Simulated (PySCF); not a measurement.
```xyz
4
charge 1 multiplicity 2, angstrom
Os    0.0000    0.0000    0.0000
O     0.0010    0.0000    1.6905
O     1.4635    0.0000   -0.8461
O    -1.4645    0.0000   -0.8444
```

These are results of PySCF, UB3LYP, basis Os def2-SVP with ECP60, O def2-SVP (scalar-relativistic core potentials, no spin–orbit coupling, density fitting), not measurements.

This geometry of OsO₃⁺ is a stationary point at this level.

(1) What is the point group?

(2) Is it a minimum?

(3) List the harmonic modes with their infrared intensities.

(4) Give the atomic charges and bond orders.

## Answers

(1) D3h.

(2) No: it has 1 imaginary mode, at 206i cm⁻¹ (a2'').

(3) 
```csv
symmetry,ω (cm⁻¹),"IR (km/mol, summed over degenerate members)",type
a2'',206i,–,bend
e',305,0.2,bend
e',987,111,stretch
a1',1026,0.0,stretch
```

(4) 
```
  atom  Mulliken  Löwdin  polar tensor  spin (Mulliken)  Mayer order to Os1
   Os1      1.41    0.74          1.96             1.04                   –
O2,3,4     -0.14    0.09         -0.32            -0.01                1.96
```

This need not be the most stable arrangement of these atoms. Other spin states or occupations of the open shell can lie lower. At this level a doublet minimum of C3v symmetry lies 30 kJ/mol below this structure. Spin–orbit coupling, left out here, can matter for elements this heavy.
